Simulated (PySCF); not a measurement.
C4H3ClSi, SMILES C#C[SiH](Cl)C#C. Atoms are numbered in the order given.

```xyz
9

Si     0.5626    -0.0055     0.0000
Cl    -0.2757    -1.9033     0.0000
C      0.0132     0.8902    -1.4926
C     -0.3396     1.4890    -2.4913
C      0.0132     0.8902     1.4926
C     -0.3396     1.4890     2.4913
H      2.0352    -0.1528     0.0000
H     -0.6540     2.0176    -3.3732
H     -0.6540     2.0176     3.3732
```
Charge 0, spin multiplicity 1.

The structure is a stationary point at B3LYP-D3(BJ)/def2-SVP.

All values below come from PySCF with HF/pcSseg-1.

GIAO shieldings, no solvent; atoms alike by connectivity are averaged. δ = σ(ref) − σ: ²⁹Si against TMS (σ = 393.8 ppm); ³⁵Cl against HCl (σ = 958.2 ppm); ¹³C against TMS (σ = 192.6 ppm); ¹H against TMS (σ = 31.99 ppm), references at their B3LYP-D3(BJ)/def2-TZVP geometries, non-relativistic (without spin–orbit terms, shifts of atoms bonded to Cl or Br come out too high).

Question: Estimate the chemical shifts. (An estimate is asked for; the answer gives what the named calculation found.)

Answer: 
```csv
nucleus,atoms,count,δ (ppm)
²⁹Si,Si1,1,-51.8
³⁵Cl,Cl2,1,-13.2
¹³C,"C4, C6",2,112.5
¹³C,"C3, C5",2,84.1
¹H,H7,1,4.96
¹H,"H8, H9",2,3.32
```
